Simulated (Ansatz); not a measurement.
One change: `N=C=C[SiH3]` becomes `N=C=CO`.

Ansatz, PBE0-D4/def2-TZVP geometries, multiplicity 1. Each molecule was computed in one conformer, which needn't be the lowest.

```tsv
property	`N=C=C[SiH3]`
HOMO–LUMO gap (PBE0/def2-TZVPP) / eV	6.88
HOMO–LUMO gap (PBE/def2-TZVPP) / eV	4.65
HOMO–LUMO gap (ωB97M-V/def2-TZVPP) / eV	11.16
HOMO energy (PBE0/def2-TZVPP) / eV	-7.07
HOMO–LUMO gap (B3LYP/def2-TZVPP) / eV	6.42
zero-point energy (PBE0-D4/def2-TZVP) / kJ/mol	157.7
```

Give the same properties after the change, and the shifts. (Best estimate.)

Ansatz gave: 
```tsv
property	`N=C=CO`	shift
HOMO–LUMO gap (PBE0/def2-TZVPP) / eV	5.30	-1.58
HOMO–LUMO gap (PBE/def2-TZVPP) / eV	2.95	-1.70
HOMO–LUMO gap (ωB97M-V/def2-TZVPP) / eV	9.67	-1.49
HOMO energy (PBE0/def2-TZVPP) / eV	-6.16	0.91
HOMO–LUMO gap (B3LYP/def2-TZVPP) / eV	4.83	-1.59
zero-point energy (PBE0-D4/def2-TZVP) / kJ/mol	130.4	-27.3
```

With PBE0 the HOMO rises by 0.91 eV and the LUMO falls by 0.66 eV, so the gap narrows by about 1.57 eV. PBE moves the HOMO by 1.01 eV and ωB97M-V by 0.85 eV. The zero-point energy changes by -27.3 kJ/mol with -6 modes.

B3LYP here is the variant with VWN-RPA as its local correlation; programs differ in this.
